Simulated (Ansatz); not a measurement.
Reaction (ligand exchange at the Al–C bond): `B[SiH2][CH2][AlH][CH3]` + `[NH2][AlH2]` → `[CH3][AlH][NH][AlH2]` + `B[SiH2]C`

Computed with Ansatz on PBE0-D4/def2-TZVP structures; ΔE is electronic, products minus reactants. CCSD(T)/CBS is the MP2 limit (def2-TZVPP, def2-QZVPP) plus CCSD(T) − MP2 in def2-TZVPP, frozen cores. This one scheme is used for every species. Functionals use def2-TZVPP. B3LYP here is the variant with VWN-RPA as its local correlation; programs differ in this. One conformer a species, not always the lowest.

**Question.** Is it downhill or uphill in electronic energy at CCSD(T)/CBS, and by how much? (An estimate is asked.)

**Answer.** Computed: Downhill: ΔE = -0.91 eV.

**Question.** What do these levels give: PBE-D4, r2SCAN-D4, PBE0-D4, r2SCAN, PBE0, B3LYP, HF/def2-TZVPP, SCS-MP2/def2-TZVPP, CCSD/def2-TZVPP, MP2/def2-QZVPP, HF/CBS(def2), CCSD/CBS(def2)? (Estimate.)

**Answer.** Computed: PBE-D4 -0.82, r2SCAN-D4 -0.90, PBE0-D4 -0.85, r2SCAN -0.91, PBE0 -0.90, B3LYP -1.02, HF/def2-TZVPP -1.15, SCS-MP2/def2-TZVPP -0.99, CCSD/def2-TZVPP -0.97, MP2/def2-QZVPP -0.92, HF/CBS(def2) -1.15, CCSD/CBS(def2) -0.94 eV.

Largest T1 diagnostic among the species: 0.011.

In def2-TZVPP, CCSD(T) changes the Hartree–Fock value by +0.21 eV (the triples alone add +0.03 eV) and MP2 by +0.21 eV. The D4 term adds +0.09 eV with B3LYP and +0.05 eV with PBE0; it sums over pairs of atoms, weighted by their polarisabilities, and B3LYP, whose exchange is more repulsive, gets the larger term.
